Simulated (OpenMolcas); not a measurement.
**What dynamic correlation does to the levels of Ar II**

* Program: OpenMolcas 26.06
* Basis: ANO-RCC-VDZP [4s3p1d]
* Scalar Hamiltonian: DKH2, point nucleus
* Active space: 7 electrons in 4 orbitals (3s 3p)
* State averaging: 2S+1 = 2 odd, 3 roots; 2S+1 = 2 even, 1 root
* Spin-orbit coupling: RASSI with atomic mean-field integrals over the reference wave functions, term energies averaged over their components

Methods on the same reference wave functions:
A. CASSCF
B. SS-CASPT2, IPEA 0.25 Eh, imaginary shift 0.1 Eh (closed shells correlated: 2s 2p)

Energies in cm-1 above 3s2 3p5 2P* 3/2, the measured ground level; measured values from NIST Handbook of Basic Atomic Spectroscopic Data.

```json
{"Level": "3s2 3p5 2P* 3/2", "A": "0.0", "B": "0.0", "Measured": "0.0"}
{"Level": "3s2 3p5 2P* 1/2", "A": "1370", "B": "1370", "Measured": "1432"}
{"Level": "3s 3p6 2S 1/2", "A": "150965", "B": "126409", "Measured": "108722"}
```

Deviations, from unrounded energies. A percentage is the sum of absolute deviations over the sum of measured energies, with the sign that they share, or ± where signs differ.

```
                  Against measurement  Levels      A      B
       mean absolute deviation (cm-1)       2  21000   8900
fine structure of the ground term (%)       1   -4.3   -4.3
             other configurations (%)       1  +38.9  +16.3
```

B lies closest to measurement on these levels. The largest miss of B in the table is 3s 3p6 2S 1/2, by +18000 cm-1. The ranking rests on the paired levels alone, and a cruder setting can come out closer through cancelling errors.

The lowest spin-free term lies below A's lowest term by 0.142 hartree in B.

Over all roots computed the reference weight is 0.88 to 0.96 in B; the roots of lowest weight are the least certain, and an intruder state may touch them. Without dynamic correlation excited terms often stand tens of per cent too high (terms of higher spin than the ground term too low), and those without a measured partner can miss by more than the paired ones (holds for A). Measured partners are found by configuration, term and J. A level has none where our copy of the source lacks it or the pairing is in doubt (some pairs that miss far off the trend of their configuration count as doubtful), and it then counts in no deviation. Only configurations of the active space appear.

* marks odd parity.
